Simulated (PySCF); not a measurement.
# A thermochemical cycle for CaIn

PBE0 in PySCF with def2-SVPD on every atom (core potentials on In), for the lowest determinant that a PBE0 search found; no spin–orbit coupling. CaIn, a doublet (π ↑), has De = 0.61 eV to neutral atoms, and CaIn⁺, a singlet (closed shell), has De = 1.29 eV to Ca + In⁺.

At the same level the In atom ionises at 5.62 eV.

Question: What is the adiabatic ionisation energy of the molecule, and does ionisation strengthen or weaken the bond?

Answer: IE = IE(In) + De(neutral) − De(ion) = 5.62 + 0.61 − 1.29 = 4.94 eV. De changes by +0.68 eV, so ionisation strengthens the bond.

Closed-shell solutions of metal pairs were not tested for spin polarisation, which can lower them a little. These are scalar-relativistic numbers at best; spin–orbit coupling would shift them, the dissociation energy most. For an ion De counts to the pair picked by the measured ionisation energies or electron affinities, which need not be the lowest pair at this level. States were picked by a PBE0 search and need not be the measured ground states.
